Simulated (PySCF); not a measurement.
# Working out the excitation energy of F

F [He] 2s2 2p5 (2P) → F [He] 2s1 2p6 (2S). All numbers are calculated (PySCF 2.14, the non-relativistic Hamiltonian (point nucleus), in aug-cc-pwCVDZ (5s4p2d, 27 functions)). Frozen: nothing. Energies in hartree (1 hartree = 27.21139 eV):

```csv
part,F (lower),F (upper)
UHF,-99.381135,-98.500849
MP2 opposite-spin,-0.146864,-0.207839
MP2 same-spin,-0.046887,-0.058911
```

Task: What does Hartree-Fock give?

Result: (-98.500849) − (-99.381135) = 0.880286 hartree = 23.954 eV.

Task: What do MP2 and SCS-MP2 (6/5 opposite-spin, 1/3 same-spin) give?

Result: The opposite-spin parts differ by -1.659 eV and the same-spin parts by -0.327 eV. MP2: 23.954 + (-1.659) + (-0.327) = 21.968 eV. SCS-MP2: 23.954 + 1.2 × (-1.659) + (-0.327)/3 = 21.854 eV.

The upper state lies above the first ionisation limit, where it may autoionise and the basis confines it.

A double-zeta basis recovers only part of the correlation energy.
